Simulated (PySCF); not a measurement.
Species: difluorochloroborane, BClF2.
Cartesian coordinates in Å at the PBE0-D3(BJ)/def2-TZVP level; atoms count from 1:
```
atom  x, y, z in Å
F1    -0.7210    1.1426    0.0949
B2    -0.0662    0.0078    0.0593
F3    -0.3965   -0.9439    0.8973
Cl4    1.2235   -0.2314   -1.0838
```

All values: wB97X-D/pcSseg-2 (PySCF, non-relativistic), on one gas-phase PBE0-D3(BJ)/def2-TZVP geometry that isn't relaxed in the solvent. The solvent is an IEF-PCM continuum (Bondi radii, 1.10 Å for H, scaled by 1.2). Specific hydrogen bonds and non-electrostatic terms are outside this model.

Gas phase at wB97X-D/pcSseg-2: HOMO -11.85 eV, LUMO 1.71 eV, dipole 0.18 D.

Problem. What does the continuum do to the energy, the frontier levels and the dipole at wB97X-D/pcSseg-2 in chloroform?

Solution. 
```tsv
solvent	ε	E(solvent) − E(gas) (kcal/mol)	polarisation term (kcal/mol)	distortion of the solute (kcal/mol)	HOMO (eV)	LUMO (eV)	dipole (D)
chloroform	4.711	-0.78	-0.81	0.03	-11.78	1.84	0.19
```

The first energy column is the sum of the next two and covers electrostatics alone.

The pairwise dispersion term of wB97X-D wasn't added to the energies; at a given geometry it leaves orbitals and properties as they are.
